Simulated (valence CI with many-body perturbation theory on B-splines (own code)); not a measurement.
# Ba51+: calculated level list

Level of theory: configuration interaction combined with many-body perturbation theory (CI+MBPT): three valence electrons over a frozen Dirac-Fock core [He], radial functions for each j: 11 s, 11 p, 10 d, 8 f, 5 g, 2 h, with the one-electron correlation potential Σ1, the two-electron term Σ2, the three-electron term Σ3, Breit, model QED; selected CI, second order for the rest, scaled by the run's own slope (own B-spline code, finite nucleus).

The last digits are not significant, and no measured levels were compared; by estimate large intervals hold to a few tenths of a per cent, small ones and those within an open d or f shell to about a per cent.

Levels 1 to 45 of 167, with energies above the lowest level, (2s^2 2p1/2) J=1/2. "Leading %" is the weight of the configuration and term that name the level; weights of strongly mixed levels are sums over their largest components and can fall short. In the jj column 3d3/2^4 stands for four electrons in 3d with j = 3/2. Lifetimes count E1, E2, E3, M1 and M2 decay at the calculated energies, and are blank where another channel may lead or the interval is too uncertain; long ones can be off by a factor of two.

```csv
No.,Configuration,Term,J,E (eV),Leading %,Leading jj,Lifetime
1,2s²2p,²P°,1/2,0.0,100,2s^2 2p1/2 (100 %),
2,2s2p²,⁴P,1/2,172.7,56,2s 2p1/2^2 (98 %),93.7 ps
3,2s²2p,²P°,3/2,420.5,98,2s^2 2p3/2 (98 %),833 ps
4,2s2p²,⁴P,3/2,540.9,92,2s 2p1/2 2p3/2 (100 %),180 ps
5,2s2p²,²D,5/2,573.8,58,2s 2p1/2 2p3/2 (99 %),222 ps
6,2s2p²,²P,1/2,625.7,71,2s 2p1/2 2p3/2 (98 %),871 fs
7,2s2p²,²D,3/2,626.0,65,2s 2p1/2 2p3/2 (100 %),1.07 ps
8,2p³,²P°,3/2,810.0,46,2p1/2^2 2p3/2 (98 %),1.32 ps
9,2s2p²,⁴P,5/2,979.5,58,2s 2p3/2^2 (99 %),4.92 ps
10,2s2p²,²S,1/2,1056.5,70,2s 2p3/2^2 (99 %),1.07 ps
11,2s2p²,²P,3/2,1057.5,64,2s 2p3/2^2 (99 %),614 fs
12,2p³,⁴S°,3/2,1197.1,55,2p1/2 2p3/2^2 (100 %),674 fs
13,2p³,²D°,5/2,1217.2,100,2p1/2 2p3/2^2 (100 %),763 fs
14,2p³,²P°,1/2,1257.3,100,2p1/2 2p3/2^2 (100 %),586 fs
15,2p³,²P°,3/2,1651.1,53,2p3/2^3 (100 %),452 fs
16,2s²3s,²S,1/2,5622.2,97,2s^2 3s (97 %),12.6 fs
17,2s²3p,²P°,1/2,5681.6,95,2s^2 3p1/2 (95 %),309 fs
18,2s2p3s,⁴P°,1/2,5738.8,86,2s 2p1/2 3s (98 %),14.0 fs
19,2s2p3s,⁴P°,3/2,5756.9,59,2s 2p1/2 3s (94 %),13.1 fs
20,2s2p3s,²P°,1/2,5779.6,94,2s 2p1/2 3s (98 %),17.8 fs
21,2s2p3p,⁴D,1/2,5789.0,72,2s 2p1/2 3p1/2 (100 %),17.5 fs
22,2s²3p,²P°,3/2,5808.6,92,2s^2 3p3/2 (92 %),97.5 fs
23,2s2p3p,⁴D,3/2,5809.3,42,2s 2p1/2 3p1/2 (97 %),5.11 fs
24,2s2p3p,⁴P,1/2,5839.2,49,2s 2p1/2 3p1/2 (98 %),13.8 fs
25,2s²3d,²D,3/2,5851.6,95,2s^2 3d3/2 (95 %),2.10 fs
26,2s²3d,²D,5/2,5885.6,97,2s^2 3d5/2 (97 %),1.98 fs
27,2s2p3p,⁴P,3/2,5922.0,31,2s 2p1/2 3p3/2 (100 %),16.0 fs
28,2s2p3p,²P,1/2,5930.3,22,2s 2p1/2 3p3/2 (60 %),6.47 fs
29,2s2p3p,⁴D,5/2,5945.3,47,2s 2p1/2 3p3/2 (97 %),98.7 fs
30,2s2p3p,²D,3/2,5948.2,45,2s 2p1/2 3p3/2 (99 %),7.05 fs
31,2s2p3d,⁴F°,3/2,5956.0,72,2s 2p1/2 3d3/2 (99 %),7.87 fs
32,2p²3s,⁴P,1/2,5974.6,31,2p1/2^2 3s (59 %),8.81 fs
33,2s2p3d,⁴F°,5/2,5977.8,53,2s 2p1/2 3d3/2 (92 %),9.15 fs
34,2s2p3d,⁴D°,1/2,5984.1,38,2s 2p1/2 3d3/2 (64 %),1.18 fs
35,2s2p3d,⁴D°,3/2,5992.9,30,2s 2p1/2 3d3/2 (94 %),1.56 fs
36,2s2p3d,⁴P°,5/2,6001.0,37,2s 2p1/2 3d5/2 (96 %),2.01 fs
37,2p²3p,²P°,1/2,6013.7,27,2p1/2^2 3p1/2 (63 %),19.1 fs
38,2s2p3d,⁴F°,7/2,6021.2,40,2s 2p1/2 3d5/2 (99 %),2.13 fs
39,2s2p3d,²F°,5/2,6031.8,54,2s 2p1/2 3d5/2 (96 %),2.13 fs
40,2s2p3d,²D°,3/2,6031.9,42,2s 2p1/2 3d5/2 (92 %),2.12 fs
41,2p²3p,²P°,3/2,6137.4,31,2p1/2^2 3p3/2 (96 %),7.04 fs
42,2s2p3s,⁴P°,5/2,6159.7,100,2s 2p3/2 3s (100 %),18.8 fs
43,2p²3d,²D,3/2,6170.1,40,2p1/2^2 3d3/2 (98 %),11.0 fs
44,2s2p3s,²P°,3/2,6178.8,78,2s 2p3/2 3s (99 %),11.2 fs
45,2p²3d,²D,5/2,6214.8,33,2p1/2^2 3d5/2 (97 %),2.22 fs
```

The ionisation energy to 2s² ¹S0 of the next ion comes out as 10018 eV (NIST: 10023 ± 4 eV (theoretical)). All 167 levels together are meant to be complete up to 8146.1 eV.
